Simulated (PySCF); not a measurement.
Al2F6, singlet, B3LYP/def2-SVP optimised geometry.

```
8

Al    -0.65     1.23     0.00
Al     0.65    -1.23     0.00
F      0.00     0.00     1.17
F      0.27     2.59     0.00
F     -2.30     1.23     0.00
F      0.00     0.00    -1.17
F      2.30    -1.23     0.00
F     -0.27    -2.59     0.00
```

Density from B3LYP/def2-TZVP (PySCF 2.14.0) at that geometry.

Minimum of the electron density along straight lines between bonded atoms, close to the bond critical point (lines longer than 1.1 times the sum of covalent radii, or with two minima, are not listed):

```csv
bond,length / Å,ρ at the minimum / e bohr⁻³,∇²ρ there / e bohr⁻⁵,position (fraction from the first atom)
Al1–F3,1.819,0.068,0.49,0.43
Al2–F3,1.819,0.068,0.49,0.43
Al1–F4,1.646,0.116,0.92,0.44
Al1–F5,1.646,0.116,0.92,0.44
Al1–F6,1.819,0.068,0.49,0.43
Al2–F6,1.819,0.068,0.49,0.43
Al2–F7,1.646,0.116,0.92,0.44
Al2–F8,1.646,0.116,0.92,0.44
```
